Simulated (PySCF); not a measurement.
PySCF input (CCSD(T)/cc-pVDZ):

```python
from pyscf import gto, scf, mp, cc as ccmod

mol = gto.M(
    atom='''
    C    -1.06882301    0.52844032    0.04631452
    Cl    0.47894281   -0.16539043   -0.01430365
    H    -1.72908970   -0.35900451   -0.03472507
    ''',
    basis='cc-pvdz',
    charge=0,
    spin=0,
    verbose=4,
)

mf = scf.RHF(mol)
mf.conv_tol = 1e-10
mf.max_cycle = 100
mf.kernel()
mp2 = mp.MP2(mf, frozen=6).run()
cc = ccmod.CCSD(mf, frozen=6)
cc.max_cycle = 100
cc.kernel()
et = cc.ccsd_t()
print(f'E(CCSD(T)) = {cc.e_tot + et:.9f}')
```

Output:

```
PySCF version 2.14.0

[INPUT] verbose = 4
[INPUT] num. atoms = 3
[INPUT] num. electrons = 24
[INPUT] charge = 0
[INPUT] spin (= nelec alpha-beta = 2S) = 0
[INPUT] symmetry False subgroup None
[INPUT] Mole.unit = angstrom
[INPUT] Symbol           X                Y                Z      unit          X                Y                Z       unit  Magmom
[INPUT]  1 C     -1.068823010000   0.528440320000   0.046314520000 AA   -2.019782764533   0.998607477978   0.087521758391 Bohr   0.0
[INPUT]  2 Cl     0.478942810000  -0.165390430000  -0.014303650000 AA    0.905070740230  -0.312542616324  -0.027029981082 Bohr   0.0
[INPUT]  3 H     -1.729089700000  -0.359004510000  -0.034725070000 AA   -3.267505977806  -0.678420201384  -0.065620871956 Bohr   0.0

nuclear repulsion = 38.7233359889557
number of shells = 13
number of NR pGTOs = 74
number of NR cGTOs = 37
basis = cc-pvdz
ecp = {}

******** <class 'pyscf.scf.hf.RHF'> ********
method = RHF
initial guess = minao
damping factor = 0
level_shift factor = 0
DIIS = <class 'pyscf.scf.diis.CDIIS'>
diis_start_cycle = 1
diis_space = 8
diis_damp = 0
SCF conv_tol = 1e-10
SCF conv_tol_grad = None
SCF max_cycles = 100
direct_scf = True
direct_scf_tol = 1e-13
Set gradient conv threshold to 1e-05
Initial guess from minao.
init E= -497.841481035091
  HOMO = -0.196948518291177  LUMO = -0.0568318470083411  gap/eV = 3.81277
cycle= 1 E= -497.780517241827  delta_E= 0.061  |g|= 0.36  |ddm|= 1.65
  HOMO = -0.411754886406396  LUMO = -0.0220870975310854  gap/eV = 10.60340
cycle= 2 E= -497.814679564065  delta_E= -0.0342  |g|= 0.195  |ddm|= 0.569
  HOMO = -0.382590376885166  LUMO = 0.0440695888043221  gap/eV = 11.61001
cycle= 3 E= -497.825949338955  delta_E= -0.0113  |g|= 0.0334  |ddm|= 0.174
  HOMO = -0.382197378152428  LUMO = 0.0503119929756366  gap/eV = 11.76918
cycle= 4 E= -497.826881306967  delta_E= -0.000932  |g|= 0.0118  |ddm|= 0.0941
  HOMO = -0.384219287353387  LUMO = 0.0498490672225591  gap/eV = 11.81160
cycle= 5 E= -497.827040847204  delta_E= -0.00016  |g|= 0.00436  |ddm|= 0.043
  HOMO = -0.383892282245576  LUMO = 0.050337975076292  gap/eV = 11.81601
cycle= 6 E= -497.827066410535  delta_E= -2.56e-05  |g|= 0.00126  |ddm|= 0.0192
  HOMO = -0.383901212862188  LUMO = 0.0504686412849127  gap/eV = 11.81981
cycle= 7 E= -497.827068407295  delta_E= -2e-06  |g|= 0.000282  |ddm|= 0.00481
  HOMO = -0.383905431872221  LUMO = 0.0504629431518677  gap/eV = 11.81977
cycle= 8 E= -497.827068486154  delta_E= -7.89e-08  |g|= 7.15e-05  |ddm|= 0.000918
  HOMO = -0.383906517456706  LUMO = 0.0504601231044295  gap/eV = 11.81972
cycle= 9 E= -497.827068490943  delta_E= -4.79e-09  |g|= 1.26e-05  |ddm|= 0.000262
  HOMO = -0.383904889734463  LUMO = 0.0504617589026015  gap/eV = 11.81972
cycle= 10 E= -497.827068491072  delta_E= -1.3e-10  |g|= 2.44e-06  |ddm|= 4.07e-05
  HOMO = -0.383905182425683  LUMO = 0.0504614350632968  gap/eV = 11.81972
cycle= 11 E= -497.827068491078  delta_E= -5.8e-12  |g|= 7.22e-07  |ddm|= 5.45e-06
  HOMO = -0.383905044134385  LUMO = 0.0504615610076735  gap/eV = 11.81972
Extra cycle  E= -497.827068491079  delta_E= -1.25e-12  |g|= 3.4e-07  |ddm|= 1.31e-06
converged SCF energy = -497.827068491079

******** <class 'pyscf.mp.mp2.RMP2'> ********
nocc = 6, nmo = 31
frozen orbitals 6
E(RMP2) = -498.074330945806  E_corr = -0.247262454726743
E(SCS-RMP2) = -498.071917190924  E_corr = -0.244848699844684
E_corr(same-spin) = -0.059845668262393
E_corr(oppo-spin) = -0.18741678646435

******** <class 'pyscf.cc.ccsd.CCSD'> ********
CC2 = 0
CCSD nocc = 6, nmo = 31
frozen orbitals 6
max_cycle = 100
direct = 0
conv_tol = 1e-07
conv_tol_normt = 1e-05
diis_space = 6
diis_start_cycle = 0
diis_start_energy_diff = 1e+09
Init t2, MP2 energy = -498.074330946154  E_corr(MP2) -0.247262455074605
Init E_corr(CCSD) = -0.247262455074669
cycle = 1  E_corr(CCSD) = -0.26623935461006  dE = -0.0189768995  norm(t1,t2) = 0.0584564
cycle = 2  E_corr(CCSD) = -0.274317864310205  dE = -0.0080785097  norm(t1,t2) = 0.023603
cycle = 3  E_corr(CCSD) = -0.276037973879564  dE = -0.00172010957  norm(t1,t2) = 0.0154527
cycle = 4  E_corr(CCSD) = -0.278722129487716  dE = -0.00268415561  norm(t1,t2) = 0.00852382
cycle = 5  E_corr(CCSD) = -0.278309137225981  dE = 0.000412992262  norm(t1,t2) = 0.00263192
cycle = 6  E_corr(CCSD) = -0.278340307695722  dE = -3.11704697e-05  norm(t1,t2) = 0.000681969
cycle = 7  E_corr(CCSD) = -0.278358469602842  dE = -1.81619071e-05  norm(t1,t2) = 0.000275389
cycle = 8  E_corr(CCSD) = -0.278354371494544  dE = 4.0981083e-06  norm(t1,t2) = 0.000112
cycle = 9  E_corr(CCSD) = -0.278351851330319  dE = 2.52016423e-06  norm(t1,t2) = 5.22895e-05
cycle = 10  E_corr(CCSD) = -0.278352367788491  dE = -5.16458172e-07  norm(t1,t2) = 1.45577e-05
cycle = 11  E_corr(CCSD) = -0.2783523185287  dE = 4.92597903e-08  norm(t1,t2) = 6.39771e-06
CCSD converged
E(CCSD) = -498.1054208096079  E_corr = -0.2783523185287003
CCSD(T) correction = -0.00876569413663027
E(CCSD(T)) = -498.114186504
```
